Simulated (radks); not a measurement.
Q: Mo+, 41 electrons, occupied as [Kr] 4d4.5 5p0.5 (fractional occupations, a model configuration). Calculated with a radial shooting solver on a logarithmic mesh with Libxc functionals: Dirac Kohn-Sham, LDA (Slater exchange, Perdew-Wang correlation), spin-unpolarised, spherical densities, finite nucleus; open shells are shared between the two j in proportion to 2j + 1; Fermi nuclear charge, rms radius 4.4091 fm. Some entries of the table are withheld. Estimate them.

orbital      occ.  eigenvalue (eV)  <r^2> (bohr^2)
1s1/2           2              (1)        0.001672
2s1/2           2        -2803.546         0.02785
2p1/2           2        -2581.718         0.02101
2p3/2           4        -2475.337         0.02238
3s1/2           2        -484.1806          0.2115
3p1/2           2              (2)          0.2094
3p3/2           4              (3)          0.2198
3d3/2           4              (4)          0.2059
3d5/2           6              (5)          0.2092
4s1/2           2         -73.4089           1.386
4p1/2           2         -49.2807           1.686
4p3/2           4         -46.7408           1.775
4d3/2         1.8              (6)           4.039
4d5/2         2.7              (7)           4.132
5p1/2    0.166667          -7.0177           17.50
5p3/2    0.333333          -6.8108           18.30

A: 
(1) 1s1/2 eigenvalue (eV): -19794.07
(2) 3p1/2 eigenvalue (eV): -399.6995
(3) 3p3/2 eigenvalue (eV): -382.1668
(4) 3d3/2 eigenvalue (eV): -232.1979
(5) 3d5/2 eigenvalue (eV): -228.8751
(6) 4d3/2 eigenvalue (eV): -12.4789
(7) 4d5/2 eigenvalue (eV): -12.2488
